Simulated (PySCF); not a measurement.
**Identify the compound**

An unknown has the formula C5H13NOSi2. Its calculated NMR data are:

¹H NMR (500 MHz, computed): δ 6.75 (m, 1H), 6.01 (q, 1H), 5.77 (m, 1H), 5.73 (m, 1H), 4.87 (s, 3H), 3.96 (d, 3H), 2.49 (s, 3H).

¹³C{¹H} NMR (computed): δ 164.4 (C), 153.1 (CH), 124.2 (CH2), 84.8 (CH), 17.2 (CH3).

Single conformer, in vacuum, one averaged value for each set of equivalent atoms, non-relativistic Hamiltonian. Shieldings: GIAO PBE0/pcSseg-1; geometry: GFN2-xTB; PySCF.

Referencing at the same level of theory: TMS for ¹H, ¹³C.

Which of these isomers gave the spectra?
A. C#CC[Si](C)(C)O[SiH2]N
B. CC(=O)[C@@H]1C[C@@H]1N([SiH3])[SiH3]
C. C=C/C(C)=N/[C@H]([SiH3])O[SiH3]

## Answers

C. 

1. Rings plus π bonds: 2 (no ring in the answer).
2. 5 carbon signals for 5 carbons: no two carbons are equivalent.
3. Carbon types of the structure: 1 × C, 2 × CH, 1 × CH2, 1 × CH3, leaving 6 H on heteroatoms.
4. δC 164.4: C=N carbon.
5. δC 153.1: alkene CH; the olefinic region.
6. δC 124.2: terminal =CH2 carbon; the olefinic region.
7. δC 84.8: sp3 CH bonded to N and O and Si; 2 electronegative neighbours deshield it.
8. δH 6.75: hydrogen on an alkene CH; attached to an sp2 carbon and in the plane of the double bond.

The others: C#CC[Si](C)(C)O[SiH2]N would give 4 carbon signals, not 5; CC(=O)[C@@H]1C[C@@H]1N([SiH3])[SiH3] would give 6 signals for carbon-bound and other non-exchanging H, not 7.

Shifts are as computed. Against solution values, carbons near 30 ppm lie about +3 ppm off and those near 130 ppm about +5 ppm. Of 1211 compounds with measured shifts, 218 miss one by over three times the rms of a fit or turn the order of signals round; such compounds aren't used in these exercises. Multiplicities follow the n + 1 count of equivalent neighbours, as no J values were calculated; m marks all less simple cases, F and P coupling included.
